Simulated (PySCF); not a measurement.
A calculated (r2SCAN, PySCF 2.14, cc-pVDZ-DK, the spin-free X2C one-electron Hamiltonian (Gaussian nucleus)) atom or ion has these occupied shells.

| shell | electrons | orbital energy (eV) | rms radius, mean of both spins (bohr) |
| --- | --- | --- | --- |
| 1s α | 1 | -6455.1 | 0.0703 |
| 1s β | 1 | -6455.1 | 0.0703 |
| 2s α | 1 | -760.63 | 0.303 |
| 2s β | 1 | -757.93 | 0.303 |
| 2p α | 3 | -643.95 | 0.274 |
| 2p β | 3 | -641.86 | 0.274 |
| 3s α | 1 | -99.132 | 0.917 |
| 3s β | 1 | -92.303 | 0.917 |
| 3p α | 3 | -66.584 | 0.986 |
| 3p β | 3 | -59.757 | 0.986 |
| 3d α | 5 | -16.807 | 1.32 |
| 4s α | 1 | -12.837 | 2.93 |

Q: Name the element and its charge.

A: Mn⁺ (manganese, charge +1), in [Ar] 3d5 4s1, high-spin 7S determinant.
